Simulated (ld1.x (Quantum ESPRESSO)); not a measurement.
# u(r) = r·R(r): atom against pseudo-atom (C)

Columns: radius, all-electron u(r) and pseudo u(r) of the 2p shell (level -5.42 eV) of carbon in the configuration [He] 2s2 2p2; LDA (PZ), scalar-relativistic, TM scheme, ld1.x (Quantum ESPRESSO) 7.5.

```tsv
r (bohr)	all-electron	pseudo
0.140	0.0838	0.0250
0.280	0.2350	0.0965
0.420	0.3824	0.2046
0.560	0.5032	0.3343
0.700	0.5928	0.4682
0.840	0.6535	0.5890
0.980	0.6892	0.6836
1.120	0.7049	0.7443
1.260	0.7052	0.7706
1.400	0.6940	0.7669
1.540	0.6746	0.7412
1.680	0.6495	0.7022
1.820	0.6207	0.6572
1.960	0.5897	0.6117
2.100	0.5575	0.5688
2.240	0.5250	0.5297
2.380	0.4928	0.4942
2.520	0.4613	0.4615
2.660	0.4308	0.4308
2.800	0.4014	0.4014
2.940	0.3734	0.3734
3.080	0.3468	0.3468
3.220	0.3216	0.3216
3.360	0.2979	0.2979
3.500	0.2756	0.2756
3.640	0.2547	0.2547
```

Q: How many radial nodes do the two functions have?

A: The all-electron 2p function has n − l − 1 = 0; the pseudo-wave has 0.

Q: At about which radius was the pseudo-wave matched?

A: 2.80 bohr. The columns agree to 0.0005 from 2.52 bohr on; several derivatives are matched, so the curves merge somewhat inside the radius.

Q: Where does each function peak?

A: Outermost all-electron maximum near 1.26 bohr, pseudo maximum near 1.26 bohr (to the table’s step).

Q: Is the pseudo-wave norm-conserving?

A: Yes: the TM scheme keeps the norm inside the radius equal to the all-electron one, which fixes the energy derivative of the logarithmic derivative at the level.
